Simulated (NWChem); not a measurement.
System: SbHCl2; SMILES [Cl][SbH][Cl]

Computed with NWChem. Medium grid unless said otherwise, to which SCAN and Minnesota functionals are sensitive. The geometry was optimised at PBE-D3(BJ)/def2-SVP. def2 effective core potentials on Sb; no spin-orbit coupling.

Order these by “highest occupied level (eV)”, lowest first: PBE/def2-SVP; PBE0/def2-SVP; B3LYP/def2-SVP; MN15-L/def2-SVP; MPW1K/def2-SVP.

MPW1K/def2-SVP (-8.80), PBE0/def2-SVP (-7.89), B3LYP/def2-SVP (-7.60), MN15-L/def2-SVP (-7.12), PBE/def2-SVP (-6.65)
